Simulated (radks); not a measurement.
Results of a calculation; reference values are marked as such.
Polarisability of neutral krypton, [Kr], at imaginary frequency. Level of theory: non-relativistic Kohn-Sham, LB94 model potential, spin-polarised, spherical densities, point nucleus (a radial shooting solver on a logarithmic mesh with Libxc functionals). Response by self-consistent Sternheimer equations with the Hartree and adiabatic LDA kernel.

w (hartree),alpha1(iw) (bohr^3),alpha2(iw) (bohr^5)
0.00266,16.97,98.77
0.0143,16.96,98.72
0.0360,16.90,98.44
0.0697,16.70,97.54
0.118,16.21,95.34
0.186,15.24,90.82
0.280,13.58,82.80
0.413,11.20,70.64
0.605,8.362,55.04
0.892,5.543,38.19
1.35,3.220,22.95
2.12,1.629,11.53
3.59,0.7175,4.626
6.94,0.2670,1.363
17.5,0.06453,0.2343

Static values: alpha1 = 16.97 bohr^3 (2.515 angstrom^3; uncoupled 26.41), alpha2 = 98.77 bohr^5, alpha3 = 1236 bohr^7. C6 = 130.7, C8 = 4065, triple-dipole C9 = 1604 atomic units. One-pole (London) frequency 4 C6 / (3 alpha1^2) = 0.605 hartree, against 0.529 for minus the highest occupied eigenvalue. Recommended static value: 16.78 bohr^3 (Schwerdtfeger and Nagle, 2023 table).
